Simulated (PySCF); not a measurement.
(BeSe)6 prism, Be6Se6.
Bonds: Be1–Se2, Be1–Se6, Be1–Se8, Se2–Be3, Se2–Be9, Be3–Se4, Be3–Se10, Se4–Be5, Se4–Be11, Be5–Se6, Be5–Se12, Se6–Be7, Be7–Se8, Be7–Se12, Se8–Be9, Be9–Se10, Se10–Be11, Be11–Se12.

A linear-response calculation (PySCF, def2-SVPD basis, gas phase, vertical, core orbitals frozen in the response) gave these numbers; the functional is withheld.

Orbital energies (eV): HOMO-3 -7.83, HOMO-2 -7.55, HOMO-1 -7.04, HOMO -7.04, LUMO -3.04, LUMO+1 -1.45, LUMO+2 -0.93.

```json
{"state": "S1", "E (eV)": "3.11", "f": "0.0000", "main configurations (H = HOMO, L = LUMO)": "H-1/H→L (99%)"}
{"state": "S2", "E (eV)": "3.11", "f": "0.0000", "main configurations (H = HOMO, L = LUMO)": "H-1/H→L (99%)"}
{"state": "S3", "E (eV)": "3.69", "f": "0.0000", "main configurations (H = HOMO, L = LUMO)": "H-2→L (99%)"}
{"state": "S4", "E (eV)": "3.90", "f": "0.0000", "main configurations (H = HOMO, L = LUMO)": "H-3→L (99%)"}
{"state": "S5", "E (eV)": "3.99", "f": "0.0012", "main configurations (H = HOMO, L = LUMO)": "H-4→L (98%)"}
{"state": "S6", "E (eV)": "3.99", "f": "0.0012", "main configurations (H = HOMO, L = LUMO)": "H-5→L (98%)"}
```

Triplets, Tamm–Dancoff:

```json
{"state": "T1", "E (eV)": "3.02", "λ (nm)": "411.1", "main configurations (H = HOMO, L = LUMO)": "H-1/H→L (99%)"}
{"state": "T2", "E (eV)": "3.02", "λ (nm)": "410.7", "main configurations (H = HOMO, L = LUMO)": "H-1/H→L (99%)"}
{"state": "T3", "E (eV)": "3.49", "λ (nm)": "355.5", "main configurations (H = HOMO, L = LUMO)": "H-2→L (98%)"}
```

Vertical ionisation energy by ΔSCF with the same functional: 8.61 eV. Mean static polarisability: 223.7 au.

Orbitals of the list HOMO-3 to LUMO+2 that lie within 0.01 eV of each other are written together with a slash and their weights summed (≥ marks a lower bound); for degenerate orbitals outside that list single weights are arbitrary.

Question: Which of these was used?
A. B3LYP
B. PBE
C. CAM-B3LYP
D. HF

Answer: A. B3LYP is a global hybrid with 20% exact exchange. In this run −ε(HOMO) = 7.04 eV differs from the ΔSCF value by -1.57 eV, and S1 differs from the orbital gap of 4.00 eV by -0.89 eV. The ratio −ε(HOMO)/IP is 0.82. Usual ranges for neutral molecules in this basis: 0.67 to 0.83 with B3LYP, 0.5 to 0.7 with PBE, 0.85 to 0.93 with CAM-B3LYP; Hartree–Fock can't fall below 1, since the ion's relaxation only lowers the ΔSCF value. The other options: PBE, a GGA without exact exchange; HF, time-dependent Hartree–Fock, 100% exact exchange; CAM-B3LYP, range-separated, 19% exact exchange at short range and 65% at long range (ω = 0.33 bohr⁻¹).

The calculation used PySCF, TDDFT B3LYP/def2-SVPD, vertical, gas phase, core orbitals frozen in the response. The structure is a single PBE0-D3(BJ)/def2-SVP conformer in the gas phase; no vibrational or solvent corrections. Relativistic effects, spin–orbit coupling among them, are left out although an element past zinc is present.
